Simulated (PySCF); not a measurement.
## Working out the ionisation energy of Cu

Cu [Ar] 3d10 4s1 (2S) → Cu⁺ [Ar] 3d10 (1S). All numbers are calculated (PySCF 2.14, a scalar-relativistic core potential, in aug-cc-pVTZ-PP with one added diffuse shell each of s, p, d, f, g type with ECP10MDF (7s7p6d4f3g, 113 functions)). Frozen: 3s2 3p6. Energies in hartree (1 hartree = 27.21139 eV):

```json
{"part": "UHF", "Cu (lower)": "-196.175896", "Cu⁺ (upper)": "-195.933921"}
{"part": "MP2 opposite-spin", "Cu (lower)": "-0.338148", "Cu⁺ (upper)": "-0.314564"}
{"part": "MP2 same-spin", "Cu (lower)": "-0.194466", "Cu⁺ (upper)": "-0.178095"}
```

Task: What does Hartree-Fock give?

Result: (-195.933921) − (-196.175896) = 0.241975 hartree = 6.584 eV.

Task: What do MP2 and SCS-MP2 (6/5 opposite-spin, 1/3 same-spin) give?

Result: The opposite-spin parts differ by 0.642 eV and the same-spin parts by 0.445 eV. MP2: 6.584 + (0.642) + (0.445) = 7.671 eV. SCS-MP2: 6.584 + 1.2 × (0.642) + (0.445)/3 = 7.503 eV.

Measured between the centres of the two terms (NIST): 7.726 eV, so MP2 (valence) is off by -0.055 eV.

What remains against the reference includes basis incompleteness, the frozen core and correlation beyond second order.
